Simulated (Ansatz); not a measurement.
One change: `O[Si](O)(F)Cl` becomes `O[Si](O)(F)O[SiH3]`.

Ansatz, PBE0-D4/def2-TZVP geometries, multiplicity 1. Each molecule was computed in one conformer, which needn't be the lowest.

```
                                      property  `O[Si](O)(F)Cl`
       HOMO–LUMO gap (ωB97M-V/def2-TZVPP) / eV            13.59
            HOMO energy (PBE0/def2-TZVPP) / eV            -9.47
           LUMO energy (B3LYP/def2-TZVPP) / eV            -0.12
         HOMO–LUMO gap (B3LYP/def2-TZVPP) / eV             9.05
         HOMO energy (ωB97M-V/def2-TZVPP) / eV           -11.79
size of the dipole moment (PBE/def2-TZVPP) / D             2.12
```

(1) Give the same properties after the change, and the shifts. (Estimate.)

Results:

(1) Computed: 
```tsv
property	`O[Si](O)(F)O[SiH3]`	shift
HOMO–LUMO gap (ωB97M-V/def2-TZVPP) / eV	12.92	-0.67
HOMO energy (PBE0/def2-TZVPP) / eV	-9.03	0.44
LUMO energy (B3LYP/def2-TZVPP) / eV	-0.29	-0.17
HOMO–LUMO gap (B3LYP/def2-TZVPP) / eV	8.53	-0.52
HOMO energy (ωB97M-V/def2-TZVPP) / eV	-11.35	0.44
size of the dipole moment (PBE/def2-TZVPP) / D	1.27	-0.85
```

With PBE0 the HOMO rises by 0.44 eV and the LUMO falls by 0.27 eV, so the gap narrows by about 0.71 eV. PBE moves the HOMO by 0.40 eV and ωB97M-V by 0.44 eV. Dipoles are sizes alone; their direction can turn.

B3LYP here is the variant with VWN-RPA as its local correlation; programs differ in this.
